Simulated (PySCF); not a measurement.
PySCF job for Bi(H)2(OH) (BiH3O), SMILES [OH][BiH2], PBE0-D3(BJ)/def2-TZVP. Geometry: PBE0-D3(BJ)/def2-TZVP. The def2 effective core potentials stand for the cores of Bi; spin–orbit coupling is left out.

```python
import numpy as np
from pyscf import gto, scf, dft, df
from pyscf.hessian import thermo

mol = gto.M(
    atom='''
    Bi    0.03050096    0.19912641   -0.00000000
    H    -1.24832769    0.34553867   -1.26230168
    H    -1.24832766    0.34553867    1.26230171
    O     0.09461307   -1.87203088   -0.00000000
    H    -0.79182885   -2.24232199    0.00000001
    ''',
    basis='def2-TZVP',
    ecp={'Bi': 'def2-tzvp'},
    charge=0,
    spin=0,
    max_memory=1600,
    verbose=3,
)
mf = dft.RKS(mol, xc='pbe0').density_fit(auxbasis='def2-universal-jkfit')
mf.disp = 'd3bj'
mf.grids.level = 3
mf.conv_tol = 1e-11
mf.max_cycle = 100
mf.kernel()

# [left out here: the lines that compute and print the analytic Hessian (its translational invariance restored by hand, since the grid's response is missing), thermochemistry and intensities]
```

Log of the run:

```
converged SCF energy = -291.597906319397

WARN: DFTD3 does not support analytical Hessian, using finite difference


WARN: Mole.unit (angstrom) is changed to Bohr

Mode                                 0                   1                   2
Irrep
Freq [cm^-1]                      248.2833            552.2479            584.2365
Reduced mass [au]                   1.0730              9.0979              1.0610
Force const [Dyne/A]                0.0390              1.6348              0.2134
Char temp [K]                     357.2244            794.5617            840.5862
Normal mode                   x     y     z       x     y     z       x     y     z
       0  Bi                -0.00 -0.00  0.00    0.00  0.02  0.00   -0.00 -0.00  0.00
       1   H                 0.16  0.07 -0.16   -0.00 -0.15 -0.00   -0.01 -0.68 -0.04
       2   H                -0.16 -0.07 -0.16   -0.00 -0.15  0.00    0.01  0.68 -0.04
       3   O                 0.00  0.00 -0.06   -0.00 -0.23 -0.00    0.00 -0.00 -0.06
       4   H                 0.00 -0.00  0.90   -0.07 -0.09  0.00    0.00 -0.00  0.03
Mode                                 3                   4                   5
Irrep
Freq [cm^-1]                      594.4111            781.3585            901.6852
Reduced mass [au]                   1.0655              1.0130              1.0943
Force const [Dyne/A]                0.2218              0.3644              0.5242
Char temp [K]                     855.2253           1124.2009           1297.3243
Normal mode                   x     y     z       x     y     z       x     y     z
       0  Bi                -0.00 -0.00 -0.00    0.00 -0.00 -0.00    0.00  0.00 -0.00
       1   H                 0.04  0.64  0.02   -0.50  0.03  0.50   -0.04 -0.18  0.03
       2   H                 0.04  0.64 -0.02   -0.50  0.03 -0.50   -0.04 -0.18 -0.03
       3   O                 0.03 -0.05  0.00    0.00 -0.00  0.00   -0.06  0.03  0.00
       4   H                 0.14 -0.30 -0.00   -0.02  0.06  0.00    0.32 -0.86 -0.00
Mode                                 6                   7                   8
Irrep
Freq [cm^-1]                     1787.3572           1789.7323           3883.0559
Reduced mass [au]                   1.0130              1.0129              1.0671
Force const [Dyne/A]                1.9067              1.9117              9.4795
Char temp [K]                    2571.6091           2575.0264           5586.8529
Normal mode                   x     y     z       x     y     z       x     y     z
       0  Bi                 0.00 -0.00 -0.00    0.00 -0.00  0.00    0.00 -0.00 -0.00
       1   H                -0.49  0.05 -0.50   -0.50  0.04 -0.49    0.00 -0.00  0.00
       2   H                -0.49  0.05  0.50    0.50 -0.04 -0.49    0.00 -0.00 -0.00
       3   O                -0.00 -0.00 -0.00    0.00 -0.00 -0.00    0.06  0.02  0.00
       4   H                -0.00 -0.00  0.00   -0.00 -0.00 -0.00   -0.89 -0.38 -0.00
temperature 298.1500 [K]
pressure 101325.00 [Pa]
Rotational constants [GHz] 69.98928 6.97654 6.90070
Symmetry number 1
Zero-point energy (ZPE) 0.02534 [Eh]   66526.534 [J/mol]
                           tot       elec      trans        rot        vib
Entropy [J/mol/K]       283.865      0.000    176.459     92.395     15.011
Cv [J/mol/K]             51.060      0.000     12.472     12.472     26.117
Cp [J/mol/K]             59.375      0.000     20.786     12.472     26.117
Internal energy [J/mol]                      3718.434   3718.434  69544.664
Internal energy [Eh]   -291.56859  -291.59791
Enthalpy [J/mol]                             6197.391   3718.434  69544.664
Enthalpy [Eh]          -291.56764
Gibbs free energy [J/mol]                  -46413.897 -23829.136  65069.081
Gibbs free energy [Eh] -291.59988
static polarisability / bohr^3: [[48.346 -1.324 -0.   ]
 [-1.324 47.562  0.   ]
 [ 0.    -0.    46.97 ]]
largest difference of analytic and finite-field dipole derivatives / e: 0.0013638091503653804
mode   freq/cm-1   IR/(km/mol)   Raman/(A^4/amu)   depolarisation
   1      248.28       113.968             1.978            0.750
   2      552.25       106.939            18.260            0.377
   3      584.24         4.994            35.292            0.750
   4      594.41        40.952            32.116            0.687
   5      781.36        30.794            43.885            0.748
   6      901.69        17.724             2.954            0.338
   7     1787.36       276.899           283.906            0.102
   8     1789.73       302.315           197.727            0.750
   9     3883.06        61.476            89.775            0.215
max |gradient| / (hartree/bohr): 3.2754183996016236e-05
APT charges: [ 1.0689 -0.2783 -0.2783 -0.7225  0.2102]
```

The run converged.

Cost: about 70 core-seconds (a rough figure).
